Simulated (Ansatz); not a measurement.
Species: PH4 (charge 0, doublet). SMILES: [H][P@TB5]([H])([H])[H]
Geometry: optimised at B3LYP-D3(BJ)/def2-TZVP (Ansatz, a first-principles code).

Atomisation energy built up term by term with Ansatz (kcal/mol; UHF references for open shells; valence terms freeze the core; atomic spin-orbit terms are left out). CBS marks a two-point X^-3 extrapolation of the correlation energy; Hartree-Fock from the larger set.

```tsv
term	basis	kcal/mol
Hartree-Fock	def2-QZVPPD	171.35
CCSD correlation	CBS(def2-TZVPPD,def2-QZVPPD)	___
(T)	CBS(def2-TZVPPD,def2-QZVPPD)	___
CCSDT - CCSD(T)	cc-pV(D+d)Z	0.32
(Q)	cc-pV(D+d)Z	0.04
core correlation	cc-pwCVTZ	0.20
scalar relativity (X2C)	cc-pVTZ-DK against cc-pVTZ	-0.66
sum: De		___
```

Q: Some entries are withheld; supply them.

A: 
- CCSD correlation, kcal/mol: 77.03
- (T), kcal/mol: 2.24
- sum: De, kcal/mol: 250.5
